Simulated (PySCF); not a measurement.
A calculated (UHF, PySCF 2.14, 6-31G*, the non-relativistic Hamiltonian (point nucleus)) atom or ion has these occupied shells.

| shell | electrons | orbital energy (eV) | rms radius, mean of both spins (bohr) |
| --- | --- | --- | --- |
| 1s α | 1 | -2882.8 | 0.106 |
| 1s β | 1 | -2881.6 | 0.106 |
| 2s α | 1 | -316.82 | 0.480 |
| 2s β | 1 | -315.71 | 0.480 |
| 2p α | 3 | -248.21 | 0.451 |
| 2p β | 3 | -246.25 | 0.451 |
| 3s α | 1 | -57.504 | 1.57 |
| 3s β | 1 | -46.535 | 1.57 |
| 3p α | 3 | -39.700 | 1.72 |

(1) Name the element and its charge.

## Answers

(1) Cl²⁺ (chlorine, charge +2), in [Ne] 3s2 3p3, high-spin 4S determinant.
